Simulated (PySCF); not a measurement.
Be(SeH)(GeH3) (BeGeH4Se), SMILES [GeH3][Be][SeH].

The structure is a stationary point at B3LYP-D3(BJ)/def2-SVP. The structure was generated by enumeration; whether it is a known compound was not checked. Other conformers were not sampled.

Two levels are set side by side: PBE/def2-TZVPD (PySCF) and HF/def2-TZVPD (PySCF). Same geometry, gas phase. Differences are taken from unrounded values.

| quantity | PBE |
|---|---|
| orbital gap (eV) | 4.06 |
| highest occupied level (eV) | -6.40 |
| lowest empty level (eV) | -2.34 |
| dipole moment (D) | 0.66 |
| mean polarisability (bohr³) | 87.6 |

Question: These are the PBE values. What does HF give? (The exact figures need the calculation; the answer reports its results.)

Answer: 
```tsv
quantity	HF	PBE minus HF
orbital gap (eV)	10.94	-6.88
highest occupied level (eV)	-9.89	3.49
lowest empty level (eV)	1.04	-3.39
dipole moment (D)	0.57	0.10
mean polarisability (bohr³)	77.4	10.2
```

Without exact exchange PBE keeps part of each electron's self-repulsion, which lifts occupied levels and narrows the gap. PBE's more diffuse valence density responds more strongly to a field. Differences between two approximate levels are no errors against the true value.

Rough cost on one machine, each run with all the roots and properties that it gave: HF against PBE about 1/2.
